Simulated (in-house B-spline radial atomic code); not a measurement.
Configurations of Rb⁵⁺, with energies counted from [Ar] 3d10 4s2 4p2. All numbers are computed (scalar-relativistic (X2C) B97-1, spin-polarised, spherical fractional occupations, exact exchange averaged over the configuration; Fermi nucleus of rms radius 4.2036 fm) with a radial B-spline atomic code at the basis-set limit, not measured. Shells without spins written out take the highest spin.

Occupations are held fixed; configurations that lie above the ionisation limit could autoionise.

```
                configuration  E - E(ref) (eV)  highest orbital  its <r> (bohr)
        [Ar] 3d10 4s1 4p2 5s1           53.021            5s up           2.698
             [Ar] 3d9 4s2 4p3           102.97            4p up           1.414
[Ne] 3s2 3p5 3d10 4s2 4p2 5s1            267.2            5s up            2.66
[Ne] 3s2 3p5 3d10 4s2 4p2 5f1           292.05            5f up            4.53
```

Task: Order these further configurations by energy, lowest first.
A. [Ar] 3d9 4s2 4p2 5d1
B. [Ar] 3d10 4s2 4p1 5d1
C. [Ar] 3d10 4s1 4p2 5f1
D. [Ar] 3d10 4s2 4p1 4d1

Result: D (27.716 eV), B (52.977 eV), C (77.45 eV), A (159.65 eV).
